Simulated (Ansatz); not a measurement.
Reaction (ligand exchange at the Si–O bond): `C[SiH](O)O[SiH](O)O` + `O[SiH](F)S` → `O[SiH](O)S[SiH](O)F` + `C[SiH](O)O`

Computed with Ansatz on PBE0-D4/def2-TZVP structures; ΔE is electronic, products minus reactants. CCSD(T)/CBS is the MP2 limit (def2-TZVPP, def2-QZVPP) plus CCSD(T) − MP2 in def2-TZVPP, frozen cores. Functionals use def2-TZVPP. B3LYP here is the variant with VWN-RPA as its local correlation; programs differ in this. Each species was taken in one conformer, which may not be the lowest.

`C[SiH](O)O[SiH](O)O`:

Cartesian coordinates in Å:
```
C 0.570 -1.983 1.729
Si 0.045 -1.187 0.149
O -1.590 -1.246 0.051
O 0.537 0.391 0.130
Si 0.048 1.767 -0.561
O -1.448 1.475 -1.178
O 0.964 2.234 -1.832
H 0.243 -3.025 1.759
H 0.135 -1.463 2.586
H 1.658 -1.965 1.828
H 0.672 -1.846 -1.027
H -1.986 -0.573 -0.512
H 0.035 2.824 0.470
H -1.719 2.005 -1.929
H 1.836 2.592 -1.662
```

`O[SiH](F)S`:

Z-matrix (Å, degrees):
```
Si
F 1 1.594
S 1 2.124 2 107.3
O 1 1.624 2 112.2 3 -119.5
H 1 1.470 2 107.1 3 123.8
H 3 1.344 1 93.3 2 34.3
H 4 0.959 1 118.6 2 71.2
```

`O[SiH](O)S[SiH](O)F`:

```xyz
12

O     2.335   -1.400    0.655
Si    1.096   -0.663   -0.107
O     1.488    0.923   -0.317
S    -0.639   -0.888    1.115
Si   -1.975    0.350   -0.006
O    -1.271    1.719   -0.503
F    -2.494   -0.481   -1.261
H     2.149   -2.138    1.237
H     0.860   -1.161   -1.473
H     1.903    1.362    0.431
H    -3.143    0.656    0.833
H    -0.309    1.721   -0.605
```

`C[SiH](O)O`:

Cartesian coordinates in Å:
```
C 0.479 0.335 1.224
Si -0.059 0.195 -0.543
O 0.735 -1.122 -1.134
O -1.692 0.058 -0.703
H 0.239 -0.576 1.780
H 1.559 0.487 1.285
H -0.015 1.177 1.715
H 0.258 1.403 -1.343
H 0.626 -1.317 -2.066
H -2.129 -0.642 -0.215
```

| level | ΔE (kJ/mol) |
| --- | --- |
| r2SCAN-D4 | 58.0 |
| PBE0 | 53.5 |
| B3LYP | 67.7 |
| MP2/def2-TZVPP | 60.3 |
| SCS-MP2/def2-TZVPP | 67.6 |
| CCSD(T)/def2-TZVPP | 66.1 |
| MP2/def2-QZVPP | 59.1 |
| SCS-MP2/def2-QZVPP | 66.3 |

What does CCSD(T)/CBS give? (Best estimate.)

The calculation gave: +62.6 kJ/mol. The listed levels differ from it by -4.6, -9.1, 5.1, -2.3, 5.0, 3.5, -3.5, 3.7 kJ/mol.

Largest T1 diagnostic among the species: 0.012.

From PBE to PBE0 (25 % exact exchange), in def2-TZVPP and without D4, ΔE moves by +7.0 kJ/mol. In def2-TZVPP, CCSD(T) changes the Hartree–Fock value by −23.4 kJ/mol (the triples alone add −5.4 kJ/mol) and MP2 by −29.1 kJ/mol. The D4 term adds −5.0 kJ/mol with B3LYP and −2.5 kJ/mol with PBE0; it sums over pairs of atoms, weighted by their polarisabilities, and B3LYP, whose exchange is more repulsive, gets the larger term.
